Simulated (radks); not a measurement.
Results of a calculation; reference values are marked as such.
The lithium anion Li- inside a hard spherical wall (all orbitals vanish at R), configuration held at [He] 2s2 and not refilled when levels cross. Level of theory: non-relativistic Kohn-Sham, LDA (Slater exchange, Perdew-Wang correlation), spin-polarised, spherical densities, point nucleus (a radial shooting solver on a logarithmic mesh with Libxc functionals). Eigenvalues in eV for spin up, with the zero of energy where the potential of the charges vanishes at infinity; a dash marks a level that is unbound or too diffuse for the functional's potential to be trusted. A positive occupied level is held by the wall or, in an anion where self-interaction has pushed it up, behind a barrier. The pressure on the wall is -dE/dV.

\begin{tabular}{lrrrrrrr}
R (bohr) & E (hartree) & kinetic (hartree) & e(1s) & e(2s) & e(2p, empty) & e(3s, empty) & pressure (GPa) \\ \hline
15 & -7.36262 & 7.268 & -45.905 & 1.078 & 2.220 & 2.944 & 0.00935 \\
10 & -7.34596 & 7.324 & -44.553 & 1.919 & 3.475 & 6.254 & 0.207 \\
8 & -7.31417 & 7.412 & -43.001 & 2.980 & 4.859 & 10.132 & 0.968 \\
6 & -7.20892 & 7.661 & -39.856 & 5.608 & 7.964 & 19.461 & 6.20 \\
5 & -7.06719 & 7.966 & -37.055 & 8.563 & 11.122 & 29.643 & 19.2 \\
3 & -5.82524 & 10.365 & -24.337 & 30.183 & 29.606 & 96.440 & 406 \\
2 & -2.32536 & 16.318 & -5.975 & 84.857 & 66.249 & 241.03 & 4140 \\
1.5 & 3.68347 & 25.409 & 16.550 & 171.59 & 118.21 & 453.75 & 20300 \\
\end{tabular}
